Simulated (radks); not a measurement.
Results of a calculation; reference values are marked as such.
The mean radii <r> (bohr) of the occupied orbitals of an atom or ion are listed with their occupations. Code: a radial shooting solver on a logarithmic mesh with Libxc functionals. Model: scalar-relativistic Kohn-Sham, LDA (Slater exchange, VWN5 correlation), spin-polarised, spherical densities, finite nucleus; Fermi nuclear charge, rms radius of each element as measured or else 0.836 A^(1/3) + 0.57 fm.

orbital  occ.      <r>
1s up       1  0.05948

Name the element and its charge. Open shells, if any, are filled with parallel spins first.

Answer. Z = 25, manganese, charge +24: Mn24+ in 1s1. The 1s radius gives Z: for a bare nucleus <r> = (2 gamma + 1)/(2Z) with gamma = sqrt(1 - (Z/c)^2), 0.05933 bohr for Z = 25, and the self-interaction of the functional makes it slightly larger (0.05948 here). The occupations add up to 1, and the charge is Z minus that.
